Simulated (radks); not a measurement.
The numbers below are computed, except where a source is named.
Neutral calcium, configuration [Ar] 4s1 3d1 (not the ground configuration).

Code: a radial shooting solver on a logarithmic mesh with Libxc functionals. Model: scalar-relativistic Kohn-Sham, PBE, spin-polarised, spherical densities, point nucleus; open shells are filled with parallel spins first.

Energy parts (hartree):
part                       energy
total                  -680.25852
kinetic                 684.87863
electron-nucleus      -1617.25215
Hartree                 288.20316
exchange-correlation    -36.08816

Orbitals (lengths in bohr, moments of r in powers of bohr; r(max) is where P^2 peaks; r(90%) holds 90 % of the orbital's charge):
[
 {"orbital": "1s up", "occ.": "1", "eigenvalue (hartree)": "-145.0547", "<1/r>": "19.74", "r(90%)": "0.137", "r(max)": "0.05028", "<r^4>": "0.0001626"},
 {"orbital": "1s down", "occ.": "1", "eigenvalue (hartree)": "-145.0543", "<1/r>": "19.74", "r(90%)": "0.137", "r(max)": "0.05028", "<r^4>": "0.0001626"},
 {"orbital": "2s up", "occ.": "1", "eigenvalue (hartree)": "-15.12773", "<1/r>": "4.047", "r(90%)": "0.567", "r(max)": "0.2999", "<r^4>": "0.04386"},
 {"orbital": "2s down", "occ.": "1", "eigenvalue (hartree)": "-15.12402", "<1/r>": "4.048", "r(90%)": "0.567", "r(max)": "0.2999", "<r^4>": "0.04382"},
 {"orbital": "2p up", "occ.": "3", "eigenvalue (hartree)": "-12.20263", "<1/r>": "3.950", "r(90%)": "0.541", "r(max)": "0.2466", "<r^4>": "0.03685"},
 {"orbital": "2p down", "occ.": "3", "eigenvalue (hartree)": "-12.19967", "<1/r>": "3.950", "r(90%)": "0.540", "r(max)": "0.2466", "<r^4>": "0.03680"},
 {"orbital": "3s up", "occ.": "1", "eigenvalue (hartree)": "-1.64790", "<1/r>": "1.200", "r(90%)": "1.75", "r(max)": "0.9964", "<r^4>": "4.054"},
 {"orbital": "3s down", "occ.": "1", "eigenvalue (hartree)": "-1.63021", "<1/r>": "1.202", "r(90%)": "1.75", "r(max)": "0.9959", "<r^4>": "4.003"},
 {"orbital": "3p up", "occ.": "3", "eigenvalue (hartree)": "-0.95299", "<1/r>": "1.062", "r(90%)": "2.00", "r(max)": "1.054", "<r^4>": "7.057"},
 {"orbital": "3p down", "occ.": "3", "eigenvalue (hartree)": "-0.93349", "<1/r>": "1.066", "r(90%)": "1.99", "r(max)": "1.053", "<r^4>": "6.866"},
 {"orbital": "3d up", "occ.": "1", "eigenvalue (hartree)": "-0.03616", "<1/r>": "0.4890", "r(90%)": "6.38", "r(max)": "1.396", "<r^4>": "877.4"},
 {"orbital": "4s up", "occ.": "1", "eigenvalue (hartree)": "-0.13405", "<1/r>": "0.3086", "r(90%)": "6.25", "r(max)": "3.514", "<r^4>": "654.8"}
]

The highest occupied level is 3d up at -0.984 eV. Spin moment in Bohr magnetons: 2.
